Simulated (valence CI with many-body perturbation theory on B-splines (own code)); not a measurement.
**Dy²⁷⁺: fill in the table**

Method: configuration interaction combined with many-body perturbation theory (CI+MBPT): three valence electrons over a frozen Dirac-Fock core [Kr], a basis of 7 s, 7 p, 8 d, 6 f, 4 g, 1 h functions for each j, with the one-electron correlation potential Σ1 (screened to all orders), the two-electron term Σ2, the three-electron term Σ3, Breit, model QED; selected single and double excitations, second order for the rest, scaled by the run's own slope (own B-spline code, finite nucleus).

The last digits are not significant, and no measured levels were compared; by estimate large intervals hold to a few tenths of a per cent, small ones and those within an open d or f shell to about a per cent. The list stops below the first excitations out of the core.

| Level | E (cm⁻¹) |
| --- | --- |
| (4d3/2^3) J=3/2 | 0.0 |
| (4d3/2^2 4d5/2) J=5/2 [a] | ? |
| (4d3/2^2 4d5/2) J=3/2 | ? |
| (4d3/2^2 4d5/2) J=7/2 | ? |
| (4d3/2^2 4d5/2) J=9/2 | 84230 |
| (4d3/2^2 4d5/2) J=1/2 | ? |
| (4d3/2^2 4d5/2) J=5/2 [b] | 130150 |
| (4d3/2 4d5/2^2) J=7/2 [a] | 138640 |
| (4d3/2 4d5/2^2) J=9/2 | 147080 |
| (4d3/2 4d5/2^2) J=3/2 [a] | 159560 |
| (4d3/2 4d5/2^2) J=1/2 | 166330 |
| (4d3/2 4d5/2^2) J=11/2 | 172630 |
| (4d3/2 4d5/2^2) J=5/2 [a] | ? |
| (4d3/2 4d5/2^2) J=5/2 [b] | 188340 |
| (4d3/2 4d5/2^2) J=7/2 [b] | 195570 |
| (4d5/2^3) J=9/2 | 226360 |
| (4d3/2 4d5/2^2) J=3/2 [b] | ? |
| (4d5/2^3) J=3/2 | 270340 |
| (4d5/2^3) J=5/2 | 290780 |

Levels are named by their leading jj configuration (3d3/2^4 stands for four electrons in 3d with j = 3/2), which in mixed levels can hold well under half, so a name can repeat and another be missing. Letters in brackets count levels of one name in rising energy.

(1) The levels stand in rising order. What does the calculation give for the missing energies?

Results:

(1) (4d3/2^2 4d5/2) J=5/2 [a] 56304; (4d3/2^2 4d5/2) J=3/2 74773; (4d3/2^2 4d5/2) J=7/2 79138; (4d3/2^2 4d5/2) J=1/2 86319; (4d3/2 4d5/2^2) J=5/2 [a] 177870; (4d3/2 4d5/2^2) J=3/2 [b] 229100.
